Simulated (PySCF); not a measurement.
A species of formula [C7H14N]+ has this rotational fingerprint, computed with PBE0-D3(BJ)/def2-SVP geometry optimisation, gas phase in PySCF 2.14.0:

```
Rotational constants                         : A = 3316, B = 1518, C = 1406 MHz
Dipole components (about the centre of mass) : |μa| = 1.10 D, |μb| = 1.04 D, |μc| = 0.26 D
Inertial defect                              : -125.75 u·Å²
κ                                            : -0.88
```

Question: Which candidate fits, each taken in the one conformer that was computed?
A. `[CH:1]#[C:2][CH2:3][N+:4]([CH3:5])([CH3:6])[CH2:7][CH3:8]` (charge +1) with C2–C3–N4–C5 65°, C3–N4–C7–C8 -55°
B. `[CH2:1]=[CH:2][N+:3]([CH3:4])([CH3:5])[CH:6]1[CH2:7][CH2:8]1` (charge +1) with C1–C2–N3–C4 117°, C2–N3–C6–C7 -84°

Answer: B. It is C=C[N+](C)(C)C1CC1, an asymmetric top, point group C1. The candidates at the same level (rigid rotor, commonest isotopes):

```csv
SMILES,A (MHz),B (MHz),C (MHz),μa (D),μb (D),μc (D),Δ (u·Å²),point group,rotor
C#CC[N+](C)(C)CC,2561,1673,1325,2.08,1.08,0.31,-118.02,C1,asymmetric top
C=C[N+](C)(C)C1CC1,3316,1518,1406,1.10,1.04,0.26,-125.75,C1,asymmetric top
```

`C#CC[N+](C)(C)CC` has A 23 % too low. No structure here is proved a minimum.
